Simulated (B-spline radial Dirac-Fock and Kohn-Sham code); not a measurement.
How the levels of phosphorus move as electrons are removed

The computed values come from a radial B-spline solver: ΔSCF Dirac-Fock with Breit, self-energy and vacuum polarisation, finite nucleus, configuration average. Each ion is free and in its tabulated ground configuration. The model has no electron correlation.

Reference: P⁷⁺, [He] 2s2 2p4, with K 2363.2 eV. Shifts from it, in eV (a dash: the subshell is empty, belongs to an open shell averaged over j, or its hole state is left out as unreliable):

```
 ion  configuration       K
 P⁸⁺   [He] 2s2 2p3   +69.0
 P⁹⁺   [He] 2s2 2p2  +142.5
P¹⁰⁺   [He] 2s2 2p1  +220.3
P¹¹⁺       [He] 2s2  +302.3
P¹²⁺       [He] 2s1       –
P¹³⁺            1s2  +452.4
P¹⁴⁺            1s1       ?
```

**Question.** Give the missing shifts for P¹⁴⁺.

**Answer.** K +706.7 (eV).
